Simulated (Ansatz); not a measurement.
The cluster Ag₄H₄⁺: single points at one geometry.

```yaml
crystal:
  periodic: [false, false, false]
  atoms:
    - {symbol: Ag, position_ang: [-0.109240, -1.669295, -0.000420]}
    - {symbol: Ag, position_ang: [-2.197150, 0.143912, -0.034962]}
    - {symbol: Ag, position_ang: [2.197446, -0.143831, 0.034579]}
    - {symbol: Ag, position_ang: [0.109130, 1.668739, 0.000983]}
    - {symbol: H, position_ang: [-1.849113, -1.596011, -0.028415]}
    - {symbol: H, position_ang: [1.625280, -1.823671, 0.026217]}
    - {symbol: H, position_ang: [1.848960, 1.596225, 0.028634]}
    - {symbol: H, position_ang: [-1.625313, 1.823941, -0.026625]}
basis:
  gaussian: {orbitals: def2-TZVP, initial_orbitals: start.molden}
total_charge: 1
magnetization: {spin_polarized: true, initial_magnetization: 1}
hamiltonian: {xc: r2scan, dispersion: d4}
scf: {omitted_lower_state_checks: [starts]}
output: {orbitals: {seedname: orbitals}}
```

The file start.molden holds the orbitals of an earlier run on this structure, at another level or in another basis.

```sh
$ ansatz run in.yaml --threads 4 --pin off --events-out ev --progress --plain --max-ram 4787MiB
```

It prints (some lines left out):

```
Functional definition: r2SCAN
1588 factors; their error is unknown
mean field evaluation 1: about -16063.9848 eV, gradient 4.0e0 eV
mean field evaluation 2: about -16064.0726 eV, gradient 1.3e-1 eV
mean field evaluation 4: about -16064.0792 eV, gradient 1.2e-3 eV
mean field -16064.07915700 eV, -590.3440203959 hartree, gradient 8.2e-6 eV, S^2 0.752326; 0 other end points of the search recorded, 0 dependent functions left out
reference -16064.07918346 eV, -590.3440213684 hartree; 40, 39 occupied and 144, 145 virtual orbitals, 1588 factors
Total energy: -16064.15595256 eV, -590.3468425805 hartree
Checks for a lower state left out: starts
```

It took 15 s on 4 threads of Intel Xeon on a shared host.

The first input with `hamiltonian: {xc: pbe}`, `correlation: {method: rpa}` and without the key `output` (abridged; 20 s):

```
Functional definition: PBE
mean field -16059.63089417 eV, -590.1805497521 hartree, gradient 4.6e-6 eV, S^2 0.750917
Total energy: -16029.48899975 eV, -589.0728555630 hartree
Checks for a lower state left out: starts
```

As the first input, with `gaussian: {orbitals: def2-SVP, initial_orbitals: start.molden}`, `hamiltonian: {xc: pbe, dispersion: d4}` (abridged; 6 s):

```
Functional definition: PBE
mean field -16055.38084713 eV, -590.0243634041 hartree, gradient 7.3e-6 eV, S^2 0.750890
Total energy: -16055.73384911 eV, -590.0373359876 hartree
Checks for a lower state left out: starts
```

First input, but with `gaussian: {orbitals: STO-3G}`, `hamiltonian: {xc: hf}` (abridged; 38 s):

```
Functional definition: HF
mean field evaluation 16: about -560242.3938 eV, gradient 7.8e-1 eV
mean field evaluation 32: about -560243.0491 eV, gradient 5.6e-3 eV
mean field -560243.04913513 eV, -20588.5523093383 hartree, gradient 1.2e-5 eV, S^2 2.071717
Total energy: -560243.04913513 eV, -20588.5523093383 hartree
Checks for a lower state left out: starts
```

Geometry: r2SCAN-D4/def2-SVP.

In the def2 sets Ag takes a core potential, while STO-3G treats all electrons; there is no spin–orbit coupling. Correlated methods freeze no core orbitals; core or outer-core shells of Ag are correlated, in sets that lack core-valence functions. At HF/STO-3G the charge 1 doublet is spin-contaminated (final ⟨S²⟩ up to 2.07, 0.75 for a pure state). The structure comes from a short search, and lower isomers may exist.
